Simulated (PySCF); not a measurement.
A structure optimised at PBE-D3(BJ)/def2-SVP, used in a PySCF frequency run:

```xyz
10

Ge    -0.1722     1.7220     0.0000
S      1.3258     0.0231     0.0000
Al    -0.1135    -1.6186     0.0000
O      0.3141    -3.2778     0.0000
O     -1.7618    -1.1498     0.0000
H     -1.0465     1.6800    -1.2762
H     -1.0465     1.6800     1.2762
H      0.7144     2.9943     0.0000
H      1.2330    -3.5876     0.0000
H     -2.4995    -1.7787     0.0000
```

Problem. Write its SMILES, formula and point group.

Solution. [OH][Al]([OH])[S][GeH3], AlGeH₅O₂S, Cs

Problem. What are its rotational constants (standard atomic weights)?

Solution. 4.0783, 0.98628, 0.80249 GHz
